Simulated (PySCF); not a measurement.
A structure optimised at PBE0-D3(BJ)/def2-SVP, used in a PySCF frequency run:

```xyz
13

C      1.4048    -0.8110    -0.2596
S      0.0000     0.0000     0.5103
C     -1.4048    -0.8110    -0.2596
C      0.0000     1.6221    -0.2596
H      1.3277    -0.7665    -1.3547
H      1.4149    -1.8509     0.0955
H      2.3104    -0.2999     0.0955
H     -1.3277    -0.7665    -1.3547
H     -2.3104    -0.2999     0.0955
H     -1.4149    -1.8509     0.0955
H      0.0000     1.5331    -1.3547
H     -0.8955     2.1508     0.0955
H      0.8955     2.1508     0.0955
```
Charge +1, spin multiplicity 1.

Task: Write its SMILES, formula and point group.

Result: C[S+](C)C, C3H9S, C3v

Task: What are its rotational constants (standard atomic weights)?

Result: 6.0455, 6.0455, 3.7507 GHz
